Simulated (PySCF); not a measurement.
## Electron correlation in Ge⁺ (germanium, charge +1)

[Ar] 3d10 4s1 4p2, high-spin 4P determinant (an excited configuration). Computed with PySCF 2.14 in x2c-QZVPPall (11s8p5d4f1g, 97 functions), with scalar relativity by spin-free X2C-1e. Frozen: [Ar] 3d10; 3 electrons correlated.

| level | correlation energy (mhartree) |
| --- | --- |
| CCSD | -12.64 |
| (T) | -0.08 |
| CCSD(T) | -12.72 |

Diagnostics: T1 = 0.0024, D1 = 0.0053, largest double amplitude 0.053.

Is a single reference adequate?

Yes, within this model without spin-orbit coupling: T1 lies below 0.03 and no double amplitude reaches 0.07.
